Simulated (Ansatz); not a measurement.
`N=[C](F)[GeH3]` + `C#C[SiH3]` → `[SiH3]C#[C][GeH3]` + `N=CF`  (formal exchange of groups at a Ge–C bond)

Computed with Ansatz on PBE0-D4/def2-TZVP structures; ΔE is electronic, products minus reactants. CCSD(T)/CBS is the MP2 limit (def2-TZVPP, def2-QZVPP) plus CCSD(T) − MP2 in def2-TZVPP, frozen cores. This one scheme is used for every species. Functionals use def2-TZVPP. For Ge outer-core shells are correlated without core-valence functions, which leaves a few kJ/mol of doubt a bond. Scalar relativity is left out up to krypton. One conformer a species, not always the lowest.

`N=[C](F)[GeH3]`:

Cartesian coordinates in Å:
```
N 0.250 1.023 1.616
C -0.153 0.857 0.448
F -0.788 1.888 -0.139
Ge -0.031 -0.704 -0.760
H 0.713 0.190 1.967
H 0.764 -0.304 -2.007
H 0.692 -1.808 0.022
H -1.447 -1.143 -1.147
```

`C#C[SiH3]`:

Cartesian coordinates in Å:
```
C -1.758 -0.482 -0.724
C -0.677 -0.185 -0.279
Si 0.957 0.263 0.394
H -2.713 -0.745 -1.117
H 2.007 -0.089 -0.593
H 0.994 1.721 0.663
H 1.189 -0.483 1.655
```

`[SiH3]C#[C][GeH3]`:

Cartesian coordinates in Å:
```
Si -1.173 -2.021 0.769
C -0.300 -0.526 0.198
C 0.279 0.471 -0.182
Ge 1.181 2.036 -0.774
H -1.295 -2.979 -0.357
H -0.406 -2.648 1.873
H -2.524 -1.647 1.252
H 1.667 1.806 -2.210
H 2.371 2.296 0.156
H 0.199 3.212 -0.726
```

`N=CF`:

```xyz
5

N     0.891    0.104    0.329
C    -0.229   -0.192   -0.119
F    -0.494   -1.446   -0.471
H     0.935    1.094    0.551
H    -1.103    0.440   -0.289
```

```json
{"species": "`N=[C](F)[GeH3]`", "B2PLYP energy (Eh)": "-2271.66437"}
{"species": "`C#C[SiH3]`", "B2PLYP energy (Eh)": "-367.88770"}
{"species": "`[SiH3]C#[C][GeH3]`", "B2PLYP energy (Eh)": "-2445.72779"}
{"species": "`N=CF`", "B2PLYP energy (Eh)": "-193.83870"}
```

Task: Work out ΔE.

Result: ΔE = (-2445.72779) + (-193.83870) − (-2271.66437) − (-367.88770) = -0.01442 Eh = -37.9 kJ/mol. CCSD(T)/CBS gives -36.5 kJ/mol.

Largest T1 diagnostic among the species: 0.013.

In def2-TZVPP, CCSD(T) changes the Hartree–Fock value by +7.4 kJ/mol (the triples alone add +1.0 kJ/mol) and MP2 by +4.0 kJ/mol. From BLYP to BHLYP (50 % exact exchange), in def2-TZVPP and without D4, ΔE moves by −8.5 kJ/mol. Leaving LDA and LC-ωPBE aside and taking each functional with its dispersion term where it has one, the values, not all of them listed here, spread over 11.2 kJ/mol, from PBE-QIDH to BLYP-D4.
